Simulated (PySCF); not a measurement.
Species: CH6B2FN.
Z-matrix (Å and degrees, PBE0-D3(BJ)/def2-SVP geometry), rows numbered from 1:
```
N 
B   1  1.3928
C   2  1.5885  1  120.98
B   3  1.5492  2  104.61  1    81.94
F   4  1.3337  3  119.58  2   -93.15
H   1  1.0110  2  122.80  3  -178.87
H   1  1.0130  2  123.40  3     1.07
H   2  1.2118  1  117.56  3   177.59
H   3  1.1022  2  110.28  1   -36.86
H   3  1.0998  2  109.16  1  -159.08
H   4  1.2133  3  124.55  2    83.81
```

The closed-shell ground state was solved at several levels (PySCF, density fitting, gas phase, non-relativistic).

```json
{"level": "B3LYP/pcJ-1", "basis functions": "195", "total energy (Eh)": "-246.1448", "HOMO (eV)": "-8.01", "LUMO (eV)": "-0.85", "gap (eV)": "7.16", "dipole (D)": "1.87"}
{"level": "PBE0/pcSseg-1", "basis functions": "115", "total energy (Eh)": "-245.8115", "HOMO (eV)": "-8.25", "LUMO (eV)": "-0.65", "gap (eV)": "7.60", "dipole (D)": "1.84"}
{"level": "HF/pcSseg-2", "basis functions": "264", "total energy (Eh)": "-244.8213", "HOMO (eV)": "-11.64", "LUMO (eV)": "2.52", "gap (eV)": "14.16", "dipole (D)": "1.55"}
```

Estimate the row for B3LYP/def2-SVPD, a basis of 151 functions; the other rows only guide the guess.

Total energy -245.9640 Eh, HOMO -8.10 eV, LUMO -1.04 eV, gap 7.06 eV, dipole 1.76 D.

Over all these levels, which gives the widest orbital gap and which the narrowest?

HF/pcSseg-2 (Hartree–Fock, all exact exchange) has the widest, 14.16 eV, and B3LYP/def2-SVPD (global hybrid, 20 % exact exchange) the narrowest, 7.06 eV. Functional and basis both differ between the two, so the spread mixes both effects. The HOMO need not be the same orbital at Hartree–Fock and at DFT levels.

How far do the dipole and the HOMO energy spread over the levels?

The dipole runs from 1.55 to 1.87 D (mean 1.75 D) and the HOMO from -11.64 to -8.01 eV.

One conformer stands for the species.
